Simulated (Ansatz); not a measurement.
Consider the formal exchange of groups at a Ge–C bond: `FC(F)=[CH][GeH3]` + `C=N[SiH2]N` → `C=N[SiH2][GeH3]` + `NC=C(F)F`.

Gas-phase electronic energies from Ansatz, PBE0-D4/def2-TZVP geometries. CCSD(T)/CBS is the MP2 limit (def2-TZVPP, def2-QZVPP) plus CCSD(T) − MP2 in def2-TZVPP, frozen cores. DFT in def2-TZVPP. For Ge outer-core shells are correlated without core-valence functions, which leaves a few kJ/mol of doubt a bond. Scalar relativity is left out up to krypton. One conformer a species, not always the lowest.

```tsv
level	ΔE (kcal/mol)
r2SCAN-D4	23.8
ωB97X-V	24.8
```

Task: What does CCSD(T)/CBS give? (Best estimate.)

Result: Ansatz gave: +26.3 kcal/mol. The listed levels differ from it by -2.5, -1.5 kcal/mol.

Largest T1 diagnostic among the species: 0.013.

From PBE to PBE0 (25 % exact exchange), in def2-TZVPP and without D4, ΔE moves by +2.1 kcal/mol.
